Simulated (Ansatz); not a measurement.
```yaml
crystal:
  periodic: [false, false, false]
  atoms:
    - {symbol: N, position_ang: [-0.715896, 1.156715, 0.497790]}
    - {symbol: W, position_ang: [0.488026, -0.170892, -0.216573]}
    - {symbol: O, position_ang: [1.666667, -0.460045, 0.972042]}
    - {symbol: O, position_ang: [-0.435999, -1.768798, -0.600313]}
    - {symbol: S, position_ang: [1.350063, 0.599280, -2.018975]}
    - {symbol: H, position_ang: [-1.189502, 1.850935, -0.060170]}
    - {symbol: H, position_ang: [-0.792254, 1.351385, 1.484946]}
    - {symbol: H, position_ang: [-0.371104, -2.558569, -0.058738]}
basis:
  gaussian: {orbitals: def2-mTZVP, final_grid: {core_spheres: 1, valence_spheres: 1, degree: 3}}
hamiltonian: {xc: {name: r2SCAN}}
accuracy: high
scf: {lower_state_search: full}
output: {forces: true}
```

```sh
$ ansatz run in.yaml --threads 4 --pin off --events-out ev --progress --plain --max-ram 10444MiB
```

Output, abridged:

```
Functional definition: r2SCAN
2611 factors; integrals over basis functions are off by at most 6.5e-9 eV
mean field evaluation 1: about -18278.8850 eV, gradient 1.1e2 eV
mean field evaluation 2: about -18255.6980 eV, gradient 2.7e2 eV
mean field evaluation 4: about -18317.9794 eV, gradient 1.7e2 eV
mean field evaluation 8: about -18386.8059 eV, gradient 4.1e1 eV
mean field evaluation 16: about -18426.2526 eV, gradient 3.2e1 eV
mean field evaluation 32: about -18444.1360 eV, gradient 2.3e1 eV
mean field evaluation 64: about -18267.7303 eV, gradient 1.3e2 eV
mean field evaluation 96: about -17594.3362 eV, gradient 5.3e2 eV
mean field evaluation 128: about -18430.8003 eV, gradient 4.7e0 eV
mean field evaluation 160: about -18442.2040 eV, gradient 3.3e1 eV
mean field -18445.63934607 eV, -677.8647430647 hartree, gradient 8.8e-8 eV, S^2 0.000000; 6 other end points of the search recorded, 0 dependent functions left out
reference -18445.63934889 eV, -677.8647431685 hartree; 28, 28 occupied and 106, 106 virtual orbitals, 2611 factors
Total energy: -18445.63934889 eV, -677.8647431685 hartree
Atom 0 at    -0.715896     1.156715     0.497790 Å, force    13.997542    -7.785588    14.074886 eV/Å
Atom 1 at     0.488026    -0.170892    -0.216573 Å, force    -8.455962   -61.549651   -34.326170 eV/Å
Atom 2 at     1.666667    -0.460045     0.972042 Å, force   -18.485766    33.807105   -16.291397 eV/Å
Atom 3 at    -0.435999    -1.768798    -0.600313 Å, force    11.491107    35.149988    23.096514 eV/Å
Atom 4 at     1.350063     0.599280    -2.018975 Å, force     5.627360     0.945738    20.758763 eV/Å
Atom 5 at    -1.189502     1.850935    -0.060170 Å, force     3.767178    -1.707208     1.950317 eV/Å
Atom 6 at    -0.792254     1.351385     1.484946 Å, force    -3.838747    -4.818689    -4.254594 eV/Å
Atom 7 at    -0.371104    -2.558569    -0.058738 Å, force    -4.102712     5.958305    -5.008319 eV/Å
Dipole moment:    -2.168110     1.287748    -0.043498 e Å
```

(1) What is wrong with this run?

Results:

(1) The integration grid is far too coarse. Self-consistency was reached. The result belongs to that input, not to the molecule as meant.
